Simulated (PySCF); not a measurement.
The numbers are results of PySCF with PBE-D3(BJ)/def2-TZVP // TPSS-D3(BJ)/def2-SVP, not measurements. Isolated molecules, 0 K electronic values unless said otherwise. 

Reference species: [Hf(Br)4] (neutral, multiplicity 1).

```
Property                               Result
-------------------------------------  ------
coordination number                         4
charge on the central atom (Mulliken)  1.04 e
```

Changed species: [Hf(Br)(H)3] (3 of 4 Br replaced by H; the reference has 0 of 4 Br replaced by H).

### Question
What does the change do to the coordination number and charge on the central atom (Mulliken)?

### Answer
the coordination number is nearly the same; the charge on the central atom (Mulliken) falls by 0.28 e, to 0.76 e.
